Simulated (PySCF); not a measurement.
Compound: chlorobenzene, C6H5Cl.
Numbering: `[Cl:1][c:2]1[cH:3][cH:4][cH:5][cH:6][cH:7]1` (hydrogens: H8 on C3; H9 on C4; H10 on C5; H11 on C6; H12 on C7)

Computed with PySCF, BHandHLYP/6-31+G* geometry optimisation, gas phase.

Entries marked ? are missing. Bonds in one row agree within 0.01 Å.

```json
{"coordinate": "Cl1–C2", "value": "?"}
{"coordinate": "C2–C3, C2–C7", "value": "?"}
{"coordinate": "C3–C4, C6–C7", "value": "?"}
{"coordinate": "C4–C5, C5–C6", "value": "?"}
{"coordinate": "C3–H8, C7–H12", "value": "1.077 Å"}
{"coordinate": "C4–H9, C6–H11", "value": "1.078 Å"}
{"coordinate": "C5–H10", "value": "1.078 Å"}
{"coordinate": "Cl1–C2–C3", "value": "119.4°"}
{"coordinate": "C3–C2–C7", "value": "?"}
{"coordinate": "C2–C3–C4", "value": "?"}
{"coordinate": "C3–C4–C5", "value": "120.4°"}
{"coordinate": "C4–C5–C6", "value": "?"}
```

Task: Fill in the missing values.

Result: 
- Cl1–C2 = 1.743 Å, drawn single (aryl chlorine to aromatic C–Cl carbon); 0.01 Å below the sum of covalent radii, 1.75 Å.
- C2–C3, C2–C7 = 1.386 Å, aromatic (aromatic C–Cl carbon to aromatic CH carbon); 0.07 Å below the sum of covalent radii, 1.46 Å.
- C3–C4, C6–C7 = 1.388 Å, aromatic (both ends aromatic CH carbon); 0.07 Å below the sum of covalent radii, 1.46 Å.
- C4–C5, C5–C6 = 1.388 Å, aromatic (both ends aromatic CH carbon); 0.07 Å below the sum of covalent radii, 1.46 Å.
- C3–C2–C7 = 121.3°, at the aromatic C–Cl carbon, inside a 6-membered ring; the outer atoms are 2.415 Å apart.
- C2–C3–C4 = 119.1°, at the aromatic CH carbon, inside a 6-membered ring; the outer atoms are 2.391 Å apart.
- C4–C5–C6 = 119.8°, at the aromatic CH carbon, inside a 6-membered ring; the outer atoms are 2.401 Å apart.

Radii are Cordero's, carbon taken as 0.76, 0.73 or 0.69 Å for four, three, and two or fewer neighbours.

Stationary, but not proved a minimum.

Time: 34 s; peak memory 0.61 GiB. Hardware: one thread of an Arm Neoverse V1, shared host. This is the geometry optimisation.
